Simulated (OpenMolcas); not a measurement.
## Ni3+: Racah parameters, the spin-orbit constant, worked from levels

| Quantity | Value |
| --- | --- |
| Program | OpenMolcas |
| Basis | ANO-L-VDZP [5s4p2d1f] |
| Scalar Hamiltonian | non-relativistic, point nucleus |
| Active space | 7 electrons in 5 orbitals (3d) |
| State averaging | 2S+1 = 4 even, 10 roots; 2S+1 = 2 even, 40 roots |
| Spin-orbit coupling | RASSI with atomic mean-field integrals over the reference wave functions, term energies averaged over their components |

Methods: CASSCF; MS-CASPT2, IPEA 0.25 Eh, imaginary shift 0.1 Eh (closed shells correlated: 3s 3p). Measured levels: Corliss and Sugar, J. Phys. Chem. Ref. Data 10, 197 (1981).

**Racah parameters.** Above ⁴F, d7 has ⁴P at 15B, ²G at 4B + 3C and ²H at 9B + 3C. The first two fix B and C, and the third tests them; where it misses by thousands of cm-1, two parameters do not describe the configuration (Trees and configuration-interaction terms are left out) and B and C hang on the terms chosen. Term energies are centres of gravity, weighted by 2J + 1.

```tsv
Source	⁴P	²G	B	C	C/B	²H from B, C	²H found
CASSCF	21346	21622	1423	5310	3.73	28737	28905
MS-CASPT2	18958	19919	1264	4955	3.92	26241	27916
measured	17189	19174	1146	4863	4.24	24903	25965
```

Energies in cm-1. From CASSCF to MS-CASPT2, B changes by -11.2 % and C by -6.7 %. Against the measured terms, MS-CASPT2 has B off by +10.3 % and C by +1.9 %.

**The spin-orbit constant.** For the Hund term ⁴F of d7, E(J) = (A/2) J(J+1) + constant and ζ = -2S·A = -3A. From J = 3/2 to J = 9/2 the energy changes by 10.5 A.

| Source | E(9/2) - E(3/2) | A | ζ |
| --- | --- | --- | --- |
| CASSCF | -2738.0 | -260.8 | 782 |
| MS-CASPT2 | -2729.8 | -260.0 | 780 |
| measured | -2621.1 | -249.6 | 749 |

All in cm-1. MS-CASPT2 is off by +4.1 % and CASSCF by +4.5 %. Both methods take the spin-orbit matrix elements from the reference wave functions, so the second can move ζ only through the term energies and any multistate remixing. Second-order mixing with other terms is absorbed into this ζ.

CASPT2 does not keep the components of a term degenerate, so their means are used; among the terms shown or strongly mixed into the levels shown the widest spread is 860 cm-1 (3d⁷ ⁴F, MS-CASPT2). The basis is small and was not contracted for so high a charge. Without dynamic correlation excited terms often stand tens of per cent too high (terms of higher spin than the ground term too low), and those without a measured partner can miss by more than the paired ones (holds for CASSCF). Measured partners are found by configuration, term and J. A level has none where our copy of the source lacks it or the pairing is in doubt (some pairs that miss far off the trend of their configuration count as doubtful), and it then counts in no deviation. Only configurations of the active space appear.
